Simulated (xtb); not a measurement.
hydrogen sulfide (H2S), singlet, from a rough starting geometry; xtb with GFN2-xTB.

Here is a job for xtb.
```
$ xtb mol.xyz --gfn 2 --opt vtight --json

# file mol.xyz
3

S      0.02453404    -0.01198458     0.59013899
H     -0.01180704     0.95196594    -0.28361262
H      0.06794649    -0.95914355    -0.32889808
```

Output, abridged:

```
   ID    Z sym.   atoms
    1   16 S      1
    2    1 H      2, 3

           -------------------------------------------------
          |                Calculation Setup                |
           -------------------------------------------------

           -------------------------------------------------
          |                 G F N 2 - x T B                 |
           -------------------------------------------------

          ...................................................
          :                      SETUP                      :
          :.................................................:
          :  # basis functions                  12          :
          :  # atomic orbitals                  11          :
          :  # shells                            5          :
          :  # electrons                         8          :
          :  max. iterations                   250          :
          :  Hamiltonian                  GFN2-xTB          :
          :  restarted?                      false          :
          :  GBSA solvation                  false          :
          :  PC potential                    false          :
          :  electronic temp.          300.0000000     K    :
          :  accuracy                    1.0000000          :
          :  -> integral cutoff          0.2500000E+02      :
          :  -> integral neglect         0.1000000E-07      :
          :  -> SCF convergence          0.1000000E-05 Eh   :
          :  -> wf. convergence          0.1000000E-03 e    :
          :  Broyden damping             0.4000000          :
          :  net charge                          0          :
          :  unpaired electrons                  0          :
          ...................................................

 iter      E             dE          RMSdq      gap      omega  full diag
   1     -4.2774343 -0.427743E+01  0.487E+00    5.97       0.0  T
   2     -4.2782637 -0.829362E-03  0.261E+00    5.66       1.0  T
   3     -4.2784900 -0.226314E-03  0.260E-01    5.32       1.0  T
   4     -4.2784993 -0.937578E-05  0.950E-02    5.34       1.0  T
   5     -4.2785010 -0.167481E-05  0.365E-02    5.34       1.6  T
   6     -4.2785011 -0.369686E-07  0.111E-02    5.34       5.2  T
   7     -4.2785011 -0.197931E-07  0.622E-04    5.34      92.8  T
   8     -4.2785011 -0.348370E-10  0.236E-04    5.34     244.3  T

   *** convergence criteria satisfied after 8 iterations ***

[...]
         :: total energy              -4.255956079500 Eh    ::
 * total energy  :    -4.2559561 Eh     change       -0.1353673E-10 Eh
 * total energy  :    -4.2562147 Eh     change       -0.2586251E-03 Eh
 * total energy  :    -4.2562784 Eh     change       -0.6371197E-04 Eh
 * total energy  :    -4.2562788 Eh     change       -0.3343219E-06 Eh
 * total energy  :    -4.2562788 Eh     change       -0.8047204E-07 Eh
   *** GEOMETRY OPTIMIZATION CONVERGED AFTER 5 ITERATIONS ***
         :: total energy              -4.256278831424 Eh    ::
[...]
         6                         -0.1140310              -3.1029
         7                         -0.0351987              -0.9578
         8                         -0.0205121              -0.5582
         9                         -0.0163295              -0.4443
        10                          0.2924330               7.9575
        11                          0.6137976              16.7023
      -------------------------------------------------------------
                  HL-Gap            0.1915163 Eh            5.2114 eV
             Fermi-level           -0.2964511 Eh           -8.0668 eV

     #   Z          covCN         q      C6AA      α(0)
     1  16 S        1.846    -0.348   156.289    21.042
     2   1 H        0.923     0.174     1.239     1.741
     3   1 H        0.923     0.174     1.239     1.741

 Mol. C6AA /au·bohr⁶  :        216.819820
 Mol. C8AA /au·bohr⁸  :       9069.132997
 Mol. α(0) /au        :         24.523338

Wiberg/Mayer (AO) data.
largest (>0.10) Wiberg bond orders for each atom

 ---------------------------------------------------------------------------
     #   Z sym  total        # sym  WBO       # sym  WBO       # sym  WBO
 ---------------------------------------------------------------------------
     1  16 S    1.934 --     3 H    0.967     2 H    0.967
     2   1 H    0.970 --     1 S    0.967
     3   1 H    0.970 --     1 S    0.967
 ---------------------------------------------------------------------------

Topologies differ in total number of bonds
Writing topology from bond orders to xtbtopo.mol

molecular dipole:
                 x           y           z       tot (Debye)
 q only:        0.002       0.012      -0.605
   full:        0.003       0.016      -0.773       1.966
molecular quadrupole (traceless):
                xx          xy          yy          xz          yz          zz
 q only:       -0.401      -0.070       1.303      -0.046       0.056      -0.902
  q+dip:       -0.542      -0.092       1.673      -0.059       0.072      -1.131
   full:       -1.242      -0.141       2.153      -0.063       0.077      -0.911

optimized geometry written to: xtbopt.xyz

           -------------------------------------------------
          | TOTAL ENERGY               -4.256278831424 Eh   |
          | GRADIENT NORM               0.000011617720 Eh/α |
          | HOMO-LUMO GAP               5.211423136113 eV   |
           -------------------------------------------------
```
